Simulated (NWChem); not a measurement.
All runs are NWChem calculations. System: F₃Ge, charge 0, spin multiplicity 2, at a geometry optimised with UPBE/def2-SVP. The structure started from a generated list of species. Its SCF solution wasn't tested for a lower state. Level: UHF/def2-TZVP.

Output (cleaned and shortened):

```
             Northwest Computational Chemistry Package (NWChem) 7.3.0
             --------------------------------------------------------

                                NWChem Input Module
                                -------------------

 Scaling coordinates for geometry "geometry" by  1.889725989
 (inverse scale =  0.529177249)

 Turning off AUTOSYM since
 SYMMETRY directive was detected!

                             Geometry "geometry" -> ""
                             -------------------------

 Output coordinates in angstroms (scale by  1.889725989 to convert to a.u.)

  No.       Tag          Charge          X              Y              Z
 ---- ---------------- ---------- -------------- -------------- --------------
    1 F                    9.0000     0.36287700     0.81037000     1.40512400
    2 Ge                  32.0000    -0.30395300     0.00090200     0.00000000
    3 F                    9.0000     0.36287700     0.81037000    -1.40512400
    4 F                    9.0000     0.35496900    -1.62394700     0.00000000

 Effective nuclear repulsion energy (a.u.)     306.5131087096

            Nuclear Dipole moment (a.u.)
            ----------------------------
        X                 Y               Z
 ---------------- ---------------- ----------------
     0.0000207870     0.0000018897     0.0000000000

      Symmetry information
      --------------------

 Group name             Cs
 Group number              2
 Group order               2
 No. of unique centers     3

      Symmetry unique atoms

     1    2    4


 Summary of "ao basis" -> "" (spherical)
 ------------------------------------------------------------------------------
       Tag                 Description            Shells   Functions and Types
 ---------------- ------------------------------  ------  ---------------------
 *                         def2-tzvp                  on all atoms

 Summary of "ao basis" -> "ao basis" (spherical)
 ------------------------------------------------------------------------------
       Tag                 Description            Shells   Functions and Types
 ---------------- ------------------------------  ------  ---------------------
 F                         def2-tzvp                11       31   5s3p2d1f
 Ge                        def2-tzvp                16       48   6s5p4d1f

                                 NWChem SCF Module
                                 -----------------

  ao basis        = "ao basis"
  functions       =   141
  atoms           =     4
  alpha electrons =    30
  beta  electrons =    29
  charge          =   0.00
  wavefunction    = UHF
  use symmetry    = T
  symmetry adapt  = T

 Summary of "ao basis" -> "ao basis" (spherical)
 ------------------------------------------------------------------------------
       Tag                 Description            Shells   Functions and Types
 ---------------- ------------------------------  ------  ---------------------
 F                         def2-tzvp                11       31   5s3p2d1f
 Ge                        def2-tzvp                16       48   6s5p4d1f

      Symmetry analysis of basis
      --------------------------

        a'         84
        a"         57

 Forming initial guess at       0.2s

   Symmetry analysis of molecular orbitals - initial alpha
   -------------------------------------------------------

  Numbering of irreducible representations:

     1 a'          2 a"

  Orbital symmetries:

     1 a'          2 a'          3 a'          4 a"          5 a'
     6 a"          7 a'          8 a'          9 a'         10 a'
    11 a"         12 a'         13 a"         14 a'         15 a'
    16 a"         17 a'         18 a'         19 a'         20 a"
    21 a'         22 a'         23 a"         24 a'         25 a'
    26 a"         27 a'         28 a"         29 a"         30 a'
    31 a"         32 a'         33 a'         34 a'         35 a'
    36 a'         37 a"         38 a"         39 a'         40 a'

   Symmetry analysis of molecular orbitals - initial beta
   ------------------------------------------------------

  Numbering of irreducible representations:

     1 a'          2 a"
[...]
              MO Center=  2.6D-01, -8.3D-04, -5.2D-13, r^2= 3.9D+00
   Bfn.  Coefficient  Atom+Function         Bfn.  Coefficient  Atom+Function
  ----- ------------  ---------------      ----- ------------  ---------------
    37      1.221212  2 Ge s                 50      1.145472  2 Ge px
     5     -0.531051  1 F  s                 84     -0.531051  3 F  s
   115     -0.530565  4 F  s                123     -0.290628  4 F  py
    36      0.259573  2 Ge s                 14      0.251837  1 F  pz
    93     -0.251837  3 F  pz                35     -0.195029  2 Ge s

                     UHF Final Beta Molecular Orbital Analysis
                     -----------------------------------------

 Vector   27  Occ=1.000000D+00  E=-6.431035D-01  Symmetry=a'
              MO Center=  3.4D-01, -1.1D-01, -1.6D-11, r^2= 3.1D+00
   Bfn.  Coefficient  Atom+Function         Bfn.  Coefficient  Atom+Function
  ----- ------------  ---------------      ----- ------------  ---------------
   117      0.290013  4 F  py                 7      0.268438  1 F  py
    86      0.268438  3 F  py               120      0.250440  4 F  py
    10      0.235762  1 F  py                89      0.235762  3 F  py

 Vector   28  Occ=1.000000D+00  E=-6.430938D-01  Symmetry=a"
              MO Center=  3.4D-01, -7.0D-03,  3.8D-11, r^2= 3.1D+00
   Bfn.  Coefficient  Atom+Function         Bfn.  Coefficient  Atom+Function
  ----- ------------  ---------------      ----- ------------  ---------------
   118      0.282969  4 F  pz                 8      0.270677  1 F  pz
    87      0.270677  3 F  pz               121      0.249956  4 F  pz
    11      0.234882  1 F  pz                90      0.234882  3 F  pz
   124      0.150188  4 F  pz

 Vector   29  Occ=1.000000D+00  E=-6.429638D-01  Symmetry=a"
              MO Center=  3.5D-01,  1.1D-01, -2.3D-13, r^2= 3.1D+00
   Bfn.  Coefficient  Atom+Function         Bfn.  Coefficient  Atom+Function
  ----- ------------  ---------------      ----- ------------  ---------------
   118      0.264521  4 F  pz                 7      0.245955  1 F  py
    86     -0.245955  3 F  py               121      0.232400  4 F  pz
    10      0.216377  1 F  py                89     -0.216377  3 F  py
     8     -0.164911  1 F  pz                87     -0.164911  3 F  pz

 Vector   30  Occ=0.000000D+00  E=-3.689868D-02  Symmetry=a'
              MO Center= -9.2D-01,  2.8D-03,  1.4D-13, r^2= 2.3D+00
   Bfn.  Coefficient  Atom+Function         Bfn.  Coefficient  Atom+Function
  ----- ------------  ---------------      ----- ------------  ---------------
    37      0.937959  2 Ge s                 50     -0.311527  2 Ge px
    36      0.267396  2 Ge s                 35     -0.201375  2 Ge s
    47     -0.187989  2 Ge px                 5     -0.151551  1 F  s
    84     -0.151551  3 F  s                115     -0.151578  4 F  s

 Vector   31  Occ=0.000000D+00  E= 1.538947D-01  Symmetry=a"
              MO Center= -7.5D-01, -1.7D-01, -2.4D-14, r^2= 4.3D+00
   Bfn.  Coefficient  Atom+Function         Bfn.  Coefficient  Atom+Function
  ----- ------------  ---------------      ----- ------------  ---------------
    52      1.358129  2 Ge pz                 5     -0.562698  1 F  s
    84      0.562698  3 F  s                 49      0.234218  2 Ge pz
   124     -0.175898  4 F  pz                12      0.161166  1 F  px
    91     -0.161166  3 F  px                13      0.152670  1 F  py
    92     -0.152670  3 F  py

 Vector   32  Occ=0.000000D+00  E= 1.539418D-01  Symmetry=a'
              MO Center= -7.5D-01,  1.7D-01,  2.0D-13, r^2= 4.3D+00
   Bfn.  Coefficient  Atom+Function         Bfn.  Coefficient  Atom+Function
  ----- ------------  ---------------      ----- ------------  ---------------
    51      1.358491  2 Ge py               115      0.650779  4 F  s
     5     -0.324395  1 F  s                 84     -0.324395  3 F  s
    48      0.234180  2 Ge py               122     -0.184956  4 F  px
   123      0.178851  4 F  py                14      0.152851  1 F  pz
    93     -0.152851  3 F  pz

 center of mass
 --------------
 x =  -0.02795643 y =   0.00008299 z =   0.00000000

 moments of inertia (a.u.)
 ------------------
         535.927719281359          -0.720246649479           0.000000000000
          -0.720246649479         318.602994424626           0.000000000000
           0.000000000000           0.000000000000         318.729129188079

  Mulliken analysis of the total density
  --------------------------------------

    Atom       Charge   Shell Charges
 -----------   ------   -------------------------------------------------------
    1 F    9     9.45   0.77  1.20  0.60  1.01  0.35  2.22  2.27  1.01  0.00  0.01  0.00
    2 Ge  32    30.66   2.00  2.00  1.16  0.80  0.76  0.37  5.98  4.41  1.59  0.91  0.20  8.96  1.08  0.18  0.14  0.13
    3 F    9     9.45   0.77  1.20  0.60  1.01  0.35  2.22  2.27  1.01  0.00  0.01  0.00
    4 F    9     9.45   0.77  1.20  0.60  1.01  0.35  2.22  2.27  1.01  0.00  0.01  0.00

  Mulliken analysis of the alpha density
  --------------------------------------

    Atom       Charge   Shell Charges
 -----------   ------   -------------------------------------------------------
    1 F    9     4.75   0.39  0.60  0.30  0.51  0.17  1.14  1.15  0.49  0.00  0.00  0.00
    2 Ge  32    15.74   1.00  1.00  0.58  0.39  0.49  0.32  2.99  2.21  0.79  0.56  0.16  4.47  0.54  0.09  0.07  0.07
    3 F    9     4.75   0.39  0.60  0.30  0.51  0.17  1.14  1.15  0.49  0.00  0.00  0.00
    4 F    9     4.75   0.39  0.60  0.30  0.51  0.17  1.14  1.15  0.49  0.00  0.00  0.00

   Mulliken analysis of the beta density
   -------------------------------------

    Atom       Charge   Shell Charges
 -----------   ------   -------------------------------------------------------
    1 F    9     4.69   0.39  0.60  0.30  0.50  0.18  1.09  1.12  0.52  0.00  0.00  0.00
    2 Ge  32    14.92   1.00  1.00  0.57  0.41  0.27  0.05  2.99  2.20  0.80  0.35  0.05  4.49  0.54  0.09  0.06  0.06
    3 F    9     4.69   0.39  0.60  0.30  0.50  0.18  1.09  1.12  0.52  0.00  0.00  0.00
    4 F    9     4.69   0.39  0.60  0.30  0.50  0.18  1.09  1.12  0.52  0.00  0.00  0.00

   Mulliken analysis of the spin density
   -------------------------------------

    Atom       Charge   Shell Charges
 -----------   ------   -------------------------------------------------------
    1 F    9     0.06   0.00 -0.00  0.00  0.00 -0.01  0.05  0.03 -0.02  0.00 -0.00  0.00
    2 Ge  32     0.82   0.00  0.00  0.01 -0.02  0.22  0.26  0.00  0.01 -0.01  0.21  0.11 -0.01  0.01  0.01  0.01  0.00
    3 F    9     0.06   0.00 -0.00  0.00  0.00 -0.01  0.05  0.03 -0.02  0.00 -0.00  0.00
    4 F    9     0.06   0.00 -0.00  0.00  0.00 -0.01  0.05  0.03 -0.02  0.00 -0.00  0.00

       Multipole analysis of the density wrt the origin
       ------------------------------------------------

     L   x y z        total         alpha         beta         nuclear
     -   - - -        -----         -----         ----         -------
     0   0 0 0     -0.000000    -30.000000    -29.000000     59.000000

     1   1 0 0     -1.077552      0.314781     -1.392354      0.000021
     1   0 1 0      0.003046     -0.001083      0.004127      0.000002
     1   0 0 1     -0.000000     -0.000000     -0.000000      0.000000

     2   2 0 0    -21.632896    -24.906182    -19.798144     23.071430
     2   1 1 0     -0.014985     -0.174975     -0.184019      0.344010
     2   1 0 1     -0.000000      0.000000     -0.000000      0.000000
     2   0 2 0    -26.144704    -77.628777    -75.486734    126.970807
     2   0 1 1      0.000000      0.000000      0.000000      0.000000
     2   0 0 2    -26.142156    -77.597293    -75.455926    126.911063

 Task  times  cpu:       11.3s     wall:       11.3s

 Total times  cpu:       11.4s     wall:       11.4s
```

**Question.** Write an NWChem input that would produce this output.

**Answer.** This is not unique; one that fits is 
```
start mol
memory heap 200 mb stack 900 mb global 1100 mb
geometry units angstroms nocenter noautoz
  F      0.362877     0.810370     1.405124
  Ge    -0.303953     0.000902     0.000000
  F      0.362877     0.810370    -1.405124
  F      0.354969    -1.623947     0.000000
  symmetry group Cs
end
basis spherical
  * library def2-tzvp
end
scf
  uhf
  nopen 1
  maxiter 100
  thresh 1e-7
  semidirect memsize 60000000 filesize 0
  # guess.movecs holds the orbitals of an unrestricted PBE0 run
  vectors input guess.movecs output mol.movecs
end
task scf energy
```
